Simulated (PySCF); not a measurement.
Electronic structure of Os⁻ (osmium, charge -1) at the UHF level

Configuration: [Xe] 4f14 5d7 6s2, high-spin 4F determinant. Computed with PySCF 2.14 in aug-cc-pVTZ-PP with ECP60MDF (6s6p5d3f2g, 88 functions), with scalar relativity through the core potential.

* Total energy: -90.047943 hartree
* One-electron energy: -159.7030 hartree
* Hartree (Coulomb) energy: 78.5479 hartree
* Exchange energy: -8.8929 hartree
* ⟨S²⟩: 3.9591
* ⟨L²⟩: 12.054
* Sum of ⟨r⟩: 31.45 bohr
* Sum of ⟨r²⟩: 93.37 bohr²

```json
{"shell": "5s α", "electrons": "1", "mean orbital energy (hartree)": "-3.71305", "spread (hartree)": "0", "rms radius, mean of both spins (bohr)": "1.10"}
{"shell": "5s β", "electrons": "1", "mean orbital energy (hartree)": "-3.57574", "spread (hartree)": "0", "rms radius, mean of both spins (bohr)": "1.10"}
{"shell": "5p α", "electrons": "3", "mean orbital energy (hartree)": "-2.08738", "spread (hartree)": "0", "rms radius, mean of both spins (bohr)": "1.27"}
{"shell": "5p β", "electrons": "3", "mean orbital energy (hartree)": "-1.89121", "spread (hartree)": "0", "rms radius, mean of both spins (bohr)": "1.27"}
{"shell": "5d α", "electrons": "5", "mean orbital energy (hartree)": "-0.17904", "spread (hartree)": "0.03544", "rms radius, mean of both spins (bohr)": "2.10"}
{"shell": "6s α", "electrons": "1", "mean orbital energy (hartree)": "-0.09238", "spread (hartree)": "0", "rms radius, mean of both spins (bohr)": "5.02"}
{"shell": "5d β", "electrons": "2", "mean orbital energy (hartree)": "-0.08637", "spread (hartree)": "0", "rms radius, mean of both spins (bohr)": "2.10"}
{"shell": "6s β", "electrons": "1", "mean orbital energy (hartree)": "-0.00797", "spread (hartree)": "0", "rms radius, mean of both spins (bohr)": "5.02"}
```

Energies and moments cover only the electrons outside the core potential. Spin-orbit coupling, absent here, splits the open shell strongly. ⟨S²⟩ = 3.96 against 3.75 shows spin contamination. The outer electron is barely bound at this level, so radii and moments hang on the diffuse functions.
